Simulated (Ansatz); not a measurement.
Stepwise reaction of `[OH][Sn]([OH])([F])[F]` with hydrogen, as a gas-phase model of exchange steps in deposition or etching. ΔE in kJ/mol; ΔG adds harmonic PBE0-D4 terms to CCSD(T)/CBS, at 1 bar.

Gas-phase electronic energies from Ansatz, PBE0-D4/def2-TZVP geometries. CCSD(T)/CBS adds triple-zeta CCSD(T) − MP2 to the extrapolated MP2 energy (def2 sets, frozen cores). This one scheme is used for every species. DFT in def2-TZVPP. B3LYP here is the variant with VWN-RPA as its local correlation; programs differ in this. Elements past krypton have def2 core potentials. For Sn outer-core shells are correlated without core-valence functions, which leaves a few kJ/mol of doubt a bond. One conformer a species, not always the lowest.

| step | reaction | PBE-D4 | B3LYP-D4 | ωB97M-V | CCSD(T)/CBS | ΔG(500 K) |
| --- | --- | --- | --- | --- | --- | --- |
| 2 | `[OH][SnH]([F])[F]` + H₂ → `[F][SnH2][F]` + H₂O | 8.3 | 7.7 | 6.2 | 10.2 | 12.9 |

**Question.** Give the row of step 1, `[OH][Sn]([OH])([F])[F]` + H₂ → `[OH][SnH]([F])[F]` + H₂O. (An estimate is asked.)

**Answer.** Ansatz gave: 
| step | reaction | PBE-D4 | B3LYP-D4 | ωB97M-V | CCSD(T)/CBS | ΔG(500 K) |
| --- | --- | --- | --- | --- | --- | --- |
| 1 | `[OH][Sn]([OH])([F])[F]` + H₂ → `[OH][SnH]([F])[F]` + H₂O | -7.7 | -9.2 | -11.1 | -6.5 | -10.1 |

**Question.** By hand: ΔE of the 2 steps together at CCSD(T)/CBS.

**Answer.** (-6.5) + (10.2) = 3.7 kJ/mol, or 1.8 kJ/mol a step.

In ΔE each step is higher than the one before. ΔG lies between -10.1 and 12.9 kJ/mol a step. PBE-D4 differs from CCSD(T)/CBS by -1.9 to -1.2 kJ/mol a step. Isolated molecules leave out the surface, adducts and barriers. Largest T1 diagnostic: 0.015.
